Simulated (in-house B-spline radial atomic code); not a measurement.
Configurations of Ba⁶⁺, with energies counted from [Kr] 4d10 5s2 5p2. Computed with an all-electron radial atomic-structure program (B-spline basis): Dirac-Hartree-Fock, average of configuration, Fermi nucleus of rms radius 4.8378 fm. Energies include first-order Breit, QED and recoil terms.

Occupations are held fixed; configurations that lie above the ionisation limit could autoionise.

| configuration | E - E(ref) (eV) | highest orbital | its <r> (bohr) |
| --- | --- | --- | --- |
| [Kr] 4d10 4f1 5s2 5p1 | 17.801 | 4f7/2 | 1.121 |
| [Kr] 4d10 5s2 5p1 8s1 | 64.115 | 8s1/2 | 6.986 |
| [Kr] 4d10 5s2 5p1 8d1 | 68.779 | 8d5/2 | 8.622 |
| [Kr] 4d10 5s2 5p1 8g1 | 74.136 | 8g7/2 | 12.04 |
| [Kr] 4d10 5s1 5p2 6g1 | 83.17 | 6g7/2 | 6.102 |
| [Kr] 4d10 5s1 5p2 9d1 | 90.056 | 9d5/2 | 11.61 |
| [Kr] 4d9 5s2 5p2 6f1 | 146.78 | 6f7/2 | 5.035 |
| [Kr] 4d9 5s2 5p2 9f1 | 161.27 | 9f7/2 | 13.74 |

Task: Order these further configurations by energy, lowest first.
A. [Kr] 4d10 5s1 5p2 9f1
B. [Kr] 4d9 5s2 5p2 5g1
C. [Kr] 4d9 5s2 5p2 5f1
D. [Kr] 4d9 5s2 5p2 9s1
E. [Kr] 4d9 5s2 5p2 7s1

Result: A (92.289 eV), C (133.76 eV), E (140.25 eV), B (143.98 eV), D (156.09 eV).

Task: How far above the reference does [Kr] 4d10 5s1 5p2 5f1 lie?

Result: 65.461 eV; its least bound orbital is 5f7/2 with <r> = 3.034 bohr.

Task: How far above the reference does [Ar] 3d9 4s2 4p6 4d10 4f1 5s2 5p2 lie?

Result: 794.75 eV; its least bound orbital is 4f7/2 with <r> = 1 bohr.

Task: How far above the reference does [Kr] 4d10 5s1 5p2 7f1 lie?

Result: 85.113 eV; its least bound orbital is 7f7/2 with <r> = 7.609 bohr.
